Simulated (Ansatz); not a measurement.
Cost and result up the ladder for Cd7Se7 (14 atoms). The state is a singlet with charge 0. Geometry: PBE-D4/def2-SVP.

```tsv
atom	x (Å)	y (Å)	z (Å)
Se1	2.222	-1.733	1.872
Se2	-3.876	0.037	-0.214
Se3	-0.852	-3.848	-1.031
Se4	-1.072	1.071	3.783
Se5	2.309	2.349	0.736
Se6	-0.692	2.795	-2.890
Se7	2.447	-0.678	-2.227
Cd8	-2.483	0.585	1.882
Cd9	0.972	0.597	2.245
Cd10	3.392	-0.028	0.184
Cd11	-2.367	-2.004	-0.650
Cd12	-2.284	1.488	-1.626
Cd13	1.099	-2.210	-0.504
Cd14	1.186	1.580	-1.561
```

Ansatz on 2 threads of AMD EPYC 7R13 on a shared host and a share (18 GiB) of an NVIDIA H100 80GB HBM3. Times are rough, and most runs start from the orbitals of an earlier one. PBE0-D4/def2-TZVP serves as the yardstick here, not as an exact answer. Differences are given only for rows in sets of like size (and for xTB, whose basis is part of the method), since another set adds its own error. Binding counts from free atoms at the same level (Se triplet, Cd singlet; other spins of the atoms weren't run), without zero-point energy or a counterpoise term.

In the def2 sets Cd takes a core potential; there is no spin–orbit coupling. B3LYP takes the VWN-RPA correlation. Correlated methods freeze 63 core orbitals; core or outer-core shells of Se, Cd are correlated, in sets that lack core-valence functions. The rows differ in basis, and correlated rows in double-zeta sets carry the largest basis error. Single mean-field runs in def2-SVP, def2-TZVP are fitted with def2-universal-jkfit.

Correlated methods converge slowly with the basis, most of all in double-zeta sets.

| level | functions | wall time |
| --- | --- | --- |
| PBE-D4/def2-SVP | 441 | 18 s |
| PBE0-D4/def2-SVP | 441 | 18 s |
| PBE0-D4/def2-TZVP | 616 | 19 s |
| HF/def2-TZVP | 616 | 20 s |
| MP2/def2-SVP | 441 | 21 s |
| LDA (SPW92)/def2-TZVP | 616 | 22 s |
| r2SCAN-D4/def2-TZVP | 616 | 22 s |
| PBE-D4/def2-TZVP (with forces) | 616 | 24 s |
| RPA@PBE/def2-SVP | 441 | 25 s |
| B3LYP-D4/def2-TZVP (with forces) | 616 | 26 s |

Estimate what each level gives for the binding energy per atom (eV).


```csv
level,binding energy per atom (eV),difference from PBE0-D4/def2-TZVP (eV)
PBE-D4/def2-SVP,1.98,–
PBE0-D4/def2-SVP,1.97,–
PBE0-D4/def2-TZVP,1.96,0.00
HF/def2-TZVP,1.11,-0.85
MP2/def2-SVP,1.91,–
LDA (SPW92)/def2-TZVP,2.37,0.41
r2SCAN-D4/def2-TZVP,2.00,0.04
PBE-D4/def2-TZVP (with forces),1.95,-0.01
RPA@PBE/def2-SVP,1.60,–
B3LYP-D4/def2-TZVP (with forces),1.78,-0.18
```
